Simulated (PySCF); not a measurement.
A PySCF script (with the pyscf-properties extension) for the NMR shieldings of `B[C@H]1CC[CH2][AlH]1`, C4H10AlB, on a GFN2-xTB geometry:

```python
import basis_set_exchange as bse
import numpy as np
from pyscf import gto, dft
from pyscf.prop import nmr

atoms = """
B     2.330235    0.178276    0.569933
C     1.145306   -0.036785   -0.357971
C     0.085409   -1.115951   -0.084701
C    -1.319967   -0.691628   -0.552978
C    -1.782409    0.578347    0.197805
Al   -0.036881    1.544550    0.150339
H     3.258535    0.807494    0.219431
H     2.306955   -0.258058    1.662855
H     1.349889    0.036820   -1.435306
H     0.046010   -1.321239    0.988702
H     0.366016   -2.046118   -0.587130
H    -1.278634   -0.483519   -1.627731
H    -2.018363   -1.519815   -0.403435
H    -2.652617    1.016321   -0.302537
H    -2.130225    0.290803    1.199329
H     0.323143    3.029446    0.351983
"""
names = dict.fromkeys(["B", "C", "Al", "H"], "pcSseg-1")
basis = {el: gto.basis.parse(bse.get_basis(n, elements=[el], fmt="nwchem")) for el, n in names.items()}
mol = gto.M(atom=atoms, basis=basis, charge=0, verbose=0)
mf = dft.RKS(mol, xc="PBE0")
mf.grids.level = 2
mf.grids.alignment = dft.numint.BLKSIZE   # the property module wants whole blocks of grid points
mf.conv_tol = 1e-9
mf.kernel()

calc = nmr.RKS(mf)   # GIAO
C = mf.mo_coeff
Co = C[:, mf.mo_occ > 0]
resp = mf.gen_response(singlet=True, hermi=2)
def vind(x):   # induced exchange potential for any number of trial vectors
    d = np.einsum("pi,xij,qj->xpq", C, 2 * x.reshape(-1, C.shape[1], Co.shape[1]), Co, optimize=True)
    return np.einsum("xpq,pi,qj->xij", resp(d - d.transpose(0, 2, 1)), C, Co, optimize=True).ravel()
mo1, _ = nmr.rhf.solve_mo1(calc, with_cphf=vind)
sigma = calc.kernel(mo1)
for i, s in enumerate(sigma):   # ppm
    print("%2d %-2s %9.2f" % (i, mol.atom_pure_symbol(i), np.trace(s) / 3))
```

Question: Give the expected output.

Answer: 
```
 0 B      30.86
 1 C     104.10
 2 C     143.75
 3 C     151.41
 4 C     170.33
 5 Al    239.56
 6 H      24.43
 7 H      24.73
 8 H      28.33
 9 H      29.68
10 H      28.70
11 H      30.55
12 H      29.09
13 H      30.57
14 H      31.10
15 H      25.77
```

These numbers come from an equivalent density-fitted implementation of the same equations, which agrees with the script to about 0.01 ppm for H and up to a few tenths of a ppm for heavy atoms, so last digits may differ.

Size and cost of the density-fitted run: 159 basis functions, 35 s wall time on 1 thread of an Arm Neoverse N1, shared host; peak memory 0.73 GiB.
